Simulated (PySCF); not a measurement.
## Bonding in `CC(C)P(C)C1CCC1`

C8H17P.
Numbering: `[CH3:1][CH:2]([CH3:3])[P:4]([CH3:5])[CH:6]1[CH2:7][CH2:8][CH2:9]1` (hydrogens: H10, H11, H12 on C1; H13 on C2; H14, H15, H16 on C3; H17, H18, H19 on C5; H20 on C6; H21, H22 on C7; H23, H24 on C8; H25, H26 on C9)

Geometry (GFN2-xTB, Å), atoms numbered from 1 in this order:
```
atom  x, y, z in Å
C1    -1.9771    1.4066    0.0485
C2    -1.7210   -0.0688   -0.2396
C3    -2.9456   -0.8976    0.1350
P4    -0.2341   -0.6671    0.7447
C5    -0.0036   -2.3092   -0.0840
C6     1.1159    0.2192   -0.1873
C7     2.5426   -0.2577    0.1494
C8     2.9768    1.2040    0.3155
C9     1.5030    1.6280    0.3018
H10   -2.8587    1.7514   -0.4908
H11   -1.1307    2.0167   -0.2552
H12   -2.1456    1.5592    1.1129
H13   -1.5058   -0.1967   -1.3090
H14   -3.8279   -0.5261   -0.3843
H15   -2.8107   -1.9438   -0.1294
H16   -3.1272   -0.8339    1.2066
H17   -0.1013   -2.2252   -1.1659
H18   -0.7385   -3.0156    0.2958
H19    0.9872   -2.6852    0.1631
H20    0.9126    0.1930   -1.2622
H21    2.5835   -0.8114    1.0874
H22    3.0543   -0.8293   -0.6227
H23    3.5336    1.4381    1.2204
H24    3.5284    1.5782   -0.5454
H25    1.1172    1.8404    1.2979
H26    1.2517    2.4554   -0.3599
```

Bond orders from the PBE0/pcSseg-1 density (PySCF). Isolated species at its GFN2-xTB geometry (one conformer only).

(1) Where do the orders between heavy atoms depart from those drawn in the SMILES?

(2) Give the Mayer order of every bond between heavy atoms, beside its length.

Results:

(1) The largest departure is 0.077, at P4–C6 (drawn single, 0.923).

(2) 
| bond | drawn as | length (Å) | Mayer order |
| --- | --- | --- | --- |
| C1–C2 | single | 1.525 | 1.031 |
| C2–C3 | single | 1.525 | 1.025 |
| C2–P4 | single | 1.881 | 0.930 |
| P4–C5 | single | 1.854 | 0.974 |
| P4–C6 | single | 1.865 | 0.923 |
| C6–C7 | single | 1.542 | 0.994 |
| C7–C8 | single | 1.534 | 1.049 |
| C8–C9 | single | 1.534 | 1.051 |
| C9–C6 | single | 1.541 | 0.994 |

By pair of heavy elements: C–C: lowest C6–C7 and C9–C6 (0.994, 1.542 Å), highest C8–C9 and C7–C8 (1.051, 1.534 Å); in 3 of the 15 pairs the longer bond (by over 0.003 Å) has the higher order (by 0.02 or more). C–P: lowest P4–C6 (0.923, 1.865 Å), highest P4–C5 (0.974, 1.854 Å). Bonds named together lie within 0.004.

Task: And the bonds to hydrogen?

Result: C–H: 0.92 to 0.96 (17 bonds).

Task: Sum the orders of all bonds at each heavy atom with more than one neighbour and set the sums beside the valence in the SMILES.

Result: C1 3.911 (drawn 4), C2 3.910 (drawn 4), C3 3.912 (drawn 4), P4 2.827 (drawn 3), C5 3.829 (drawn 4), C6 3.827 (drawn 4), C7 3.938 (drawn 4), C8 4.010 (drawn 4), C9 3.938 (drawn 4). Orders between atoms that aren't bonded are not in these sums.

For a closed shell the Mayer order of atoms A and B is Σ (PS)μν (PS)νμ over the basis functions μ on A and ν on B, with P the density and S the overlap matrix.
